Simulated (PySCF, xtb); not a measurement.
C₃H₈OSn, SMILES C=[CH][SnH2][O]C. The values are those of a single conformer.

Harmonic wavenumbers (cm⁻¹) from GFN2-xTB (xtb) at its own minimum, in rising order: 35, 72, 91, 111, 211, 268, 313, 392, 441, 493, 503, 548, 689, 901, 986, 1011, 1070, 1148, 1150, 1196, 1397, 1426, 1451, 1491, 1498, 1602, 1656, 2927, 2943, 2973, 3033, 3061, 3106.

**Question.** What does PBE-D3(BJ)/def2-SVP (PySCF 2.14.0) give at its own minimum? (Estimate from the structure and the level; the computed values follow.)

**Answer.** 41, 61, 99, 136, 211, 226, 385, 463, 498, 523, 539, 612, 672, 940, 960, 993, 1088, 1132, 1150, 1206, 1365, 1414, 1417, 1428, 1612, 1813, 1828, 2865, 2917, 2988, 3041, 3091, 3132. Paired by order, the mean absolute difference is 42 cm⁻¹ and the zero-point energies are 57.5 and 58.4 kcal/mol.
